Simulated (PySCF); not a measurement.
Electronic structure of Si²⁺ (silicon, charge +2) at the UHF level

Configuration: [Ne] 3s2, closed-shell 1S. Computed with PySCF 2.14 in x2c-SVPall, with scalar relativity by spin-free X2C-1e.

| Quantity | Value |
| --- | --- |
| Total energy | -288.487365 hartree |
| One-electron energy | -390.8588 hartree |
| Hartree (Coulomb) energy | 122.2054 hartree |
| Exchange energy | -19.8340 hartree |
| ⟨S²⟩ | 0.0000 |
| ⟨L²⟩ | 0.000 |
| Sum of ⟨r⟩ | 8.542 bohr |
| Sum of ⟨r²⟩ | 12.03 bohr² |
| Langevin diamagnetic susceptibility | -9.53 ×10⁻⁶ cm³/mol |
| Time after the integrals | 0.06 s of wall time on 1 thread of Intel(R) Xeon(R) Platinum 8259CL CPU @ 2.50GHz (shared host) |

```json
{"shell": "1s", "electrons": "2", "mean orbital energy (eV)": "-1898.4", "rms radius, mean of both spins (bohr)": "0.129"}
{"shell": "2s", "electrons": "2", "mean orbital energy (eV)": "-189.78", "rms radius, mean of both spins (bohr)": "0.612"}
{"shell": "2p", "electrons": "6", "mean orbital energy (eV)": "-137.30", "rms radius, mean of both spins (bohr)": "0.598"}
{"shell": "3s", "electrons": "2", "mean orbital energy (eV)": "-32.131", "rms radius, mean of both spins (bohr)": "2.13"}
```

Densities and radii are taken from the X2C orbitals without a picture-change correction, which distorts them close to the nucleus.
